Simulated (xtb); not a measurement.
CH₈OW, SMILES C[O][WH5], multiplicity 1. All values are semi-empirical tight-binding results from xtb (GFN2-xTB unless named), good for trends rather than for accurate numbers. Coordinates come from a GFN2-xTB optimisation. The spin state was assumed, not searched. The structure was generated by enumeration; whether it is a known compound was not checked.

A frequency run showed that this geometry is not a minimum.

For metal compounds this method's bond lengths and energies can be far off.

```
Property       Value
-----------  -------
orbital gap  4.18 eV
```
